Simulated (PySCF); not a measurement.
## Two-component Hartree-Fock for Sm⁵⁹⁺ (samarium, charge +59)

Start: [He] 2s1; 2s1/2 filled at m_j = +1/2. Calculated with PySCF 2.14 in an uncontracted even-tempered set (17 s from 41 bohr⁻², ratio 2.4; 13 p from 53 bohr⁻², ratio 2.4; 5 d from 160 bohr⁻², ratio 2.6; 4 f from 250 bohr⁻², ratio 2.6): generalised Hartree-Fock with the X2C-1e Hamiltonian and a Gaussian nucleus; one run each with spin-orbit coupling (SO) switched off, then screened by Boettger's factors.

| spinor shell | electrons | ε, spin-free (eV) | ε, screened SO (eV) | weight of nominal j (screened SO) | rms radius, screened SO (bohr) |
| --- | --- | --- | --- | --- | --- |
| 1s1/2 | 2 | -53734.5 | -53734.5 | 1.000 | 0.0257 |
| 2s1/2 | 1 | -13276.8 | -13276.8 | 1.000 | 0.0991 |

```json
{"quantity": "E (hartree)", "spin-free": "-4507.56021", "screened SO": "-4507.56021"}
{"quantity": "M_J", "spin-free": "1/2", "screened SO": "1/2"}
{"quantity": "⟨J²⟩", "spin-free": "0.750", "screened SO": "0.750"}
{"quantity": "⟨L²⟩", "spin-free": "0.000", "screened SO": "0.000"}
{"quantity": "⟨S²⟩", "spin-free": "0.750", "screened SO": "0.750"}
```

Each row is a mean over spinors that exchange with the open shell spreads, by up to 49.156 eV (1s1/2).

Breit and QED terms are absent; they matter most for the inner s and p1/2 levels.

Densities and radii are taken from the X2C orbitals without a picture-change correction, which distorts them close to the nucleus.

Without spin-orbit coupling the j labels of p, d and f shells carry no meaning; the spin-free column gives the mean over the occupied spinors of each nl shell.
